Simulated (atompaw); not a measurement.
# Before and after: PAW (atompaw) potential for S

```json
{
  "Element": "sulfur (S)",
  "Generator": "atompaw 4.2.0.5",
  "Type": "PAW",
  "Functional": "PBEsol",
  "Relativity": "scalar-relativistic",
  "Frozen core": "[Ne]",
  "Valence charge": "6",
  "Reference configuration": "3s1 3p5",
  "Partial waves": "3s (bound): rc 1.55 bohr; 3s channel at 0.15 Ry: rc 1.55 bohr; 3p (bound): rc 1.55 bohr; 3p channel at 0.25 Ry: rc 1.40 bohr; 3d channel at 0.25 Ry: rc 1.55 bohr",
  "Local potential": "troulliermartins scheme with l = 3 at 0 Ry, radius 1.50 bohr",
  "Core correction": "smooth core density matched at 1.50 bohr",
  "Augmentation charge": "besselshape compensation charge, radius 1.50 bohr; PAW radius 1.55 bohr; waves and projectors: custom polynom vanderbiltortho"
}
```

Change: wave 3s channel at 0.15 Ry: rc 1.55 bohr becomes 3s channel at 0.15 Ry: rc 1.36 bohr.

Cutoffs: the cutoffs (Ry, on a coarse ladder) from which the occupation-weighted sum of valence levels, in a spherical-Bessel basis at the reference potential, stays within 10 and 1 mRy of its value at 400 Ry; they do not see the model core or the augmentation charge, which bear on the density cutoff.

Problem. What does the change do?

Solution. The potential gets neither clearly harder nor softer (18 Ry and 40 Ry → 21 Ry and 30 Ry); the bound ghost in s disappears.

| quantity | base | changed |
| --- | --- | --- |
| cutoff, loose | 18 Ry | 21 Ry |
| cutoff, tight | 40 Ry | 30 Ry |
| loose cutoff by channel (10 mRy a level) | s 12 Ry, p 10 Ry | s 18 Ry, p 10 Ry |
| bound ghosts | s | none |
| s: phases at 1.55 bohr within 0.05 rad from the reference energy up to (Ry; the scan ends near 5) | to the end of the scan | to the end of the scan |
| p: phases at 1.55 bohr within 0.05 rad from the reference energy up to (Ry; the scan ends near 5) | to the end of the scan | to the end of the scan |
| d: phases at 1.55 bohr within 0.05 rad from the reference energy up to (Ry; the scan ends near 5) | 1.7 | 1.7 |
| lowest overlap eigenvalue by channel | s 0.11, p 0.79, d 1.00 | s 0.07, p 0.79, d 1.00 |

 A true bound ghost makes a file unfit for plane-wave use even where its test errors are small: the radial tests pick states by their node count and pass the ghost by. The cutoffs see the waves, projectors and local potential, not the compensation charge or the core.
